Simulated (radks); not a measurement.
Problem. Rh+, 44 electrons, occupied as [Kr] 4d8. Method: Dirac Kohn-Sham, BLYP, spin-unpolarised, spherical densities, point nucleus; open shells fill j = l - 1/2 first; computed with a radial shooting solver on a logarithmic mesh with Libxc functionals. Some entries of the table are withheld. Estimate them.

orbital,occ.,eigenvalue (hartree),<r> (bohr),<r^2> (bohr^2)
1s1/2,2,-846.6340,0.03262,0.001438
2s1/2,2,-122.9479,0.1416,0.02368
2p1/2,2,-113.8663,(1),0.01777
2p3/2,4,-108.5486,(2),0.01911
3s1/2,2,-22.18866,0.3906,0.1747
3p1/2,2,-18.63469,0.3831,0.1709
3p3/2,4,-17.72009,0.3939,0.1804
3d3/2,4,-11.42415,(3),(4)
3d5/2,6,-11.24376,(5),(6)
4s1/2,2,-3.30937,0.9801,1.090
4p1/2,2,-2.23055,1.061,(7)
4p3/2,4,-2.08668,1.092,(8)
4d3/2,4,-0.50481,(9),2.914
4d5/2,4,-0.49007,(10),3.005

Solution. 
(1) 2p1/2 <r> (bohr): 0.1203
(2) 2p3/2 <r> (bohr): 0.1252
(3) 3d3/2 <r> (bohr): 0.3684
(4) 3d3/2 <r^2> (bohr^2): 0.1624
(5) 3d5/2 <r> (bohr): 0.3719
(6) 3d5/2 <r^2> (bohr^2): 0.1653
(7) 4p1/2 <r^2> (bohr^2): 1.291
(8) 4p3/2 <r^2> (bohr^2): 1.370
(9) 4d3/2 <r> (bohr): 1.540
(10) 4d5/2 <r> (bohr): 1.563
